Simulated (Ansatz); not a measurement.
The cluster Ag2O. Total charge 0; triplet. Geometry r2SCAN-D4/def2-TZVP, that of the charge +1 doublet; atoms count from 1.

```xyz
3

Ag    0.888    0.703   -1.623
Ag   -1.203   -0.548    1.472
O     0.315   -0.155    0.151
```

In the def2 sets Ag takes a core potential; there is no spin–orbit coupling. At PBE0-D4/def2-TZVP a singlet of charge 0 lies 0.76 eV below the triplet at the same geometry. The structure comes from a short search, and lower isomers may exist.

(1) Estimate the Mulliken populations from the PBE0/def2-TZVP orbitals of Ansatz.

(2) Where does the spin sit?

(3) And the Mayer bond orders between bonded heavy atoms (over 0.3)?

## Answers

(1) 
| atom | charge (e) | spin (α − β) | d electrons |
| --- | --- | --- | --- |
| Ag1 | 0.27 | 0.53 | 9.89 |
| Ag2 | 0.27 | 0.53 | 9.89 |
| O3 | -0.53 | 0.93 | – |
Mulliken values and Mayer orders depend strongly on the basis.

(2) Summed by element: Ag 1.07, O 0.93, of 2 unpaired in all. Largest on single atoms: O3 0.93, Ag1 0.53, Ag2 0.53.

(3) Ag1–O3 0.49 (2.05 Å); Ag2–O3 0.49 (2.05 Å). Values over 0.3 also appear between atoms too far apart for a bond (Ag1–Ag2 0.43 at 3.94 Å); they arise where an orbital or an unpaired electron spreads over both atoms.
